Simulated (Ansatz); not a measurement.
Ansatz results at the PBE0-D4/def2-TZVP geometry: size of the dipole moment (ωB97M-V/def2-TZVPP) 0.77 D; HOMO energy (ωB97M-V/def2-TZVPP) -8.58 eV; size of the dipole moment (PBE/def2-TZVPP) 1.09 D.

Each molecule was computed in one conformer, which needn't be the lowest.

(1) Which molecule gave them?
A. `C[S][Sn][S]C`
B. `[NH2][Sn][F]`
C. `C[N](C)[Sn][N](C)C`
D. `[F][Sn][O][SiH3]`

Answers

(1) A. The others give `[F][Sn][O][SiH3]`: 3.09, -10.61, 2.88; `C[N](C)[Sn][N](C)C`: 0.15, -7.86, 0.49; `[NH2][Sn][F]`: 2.92, -9.85, 2.81.
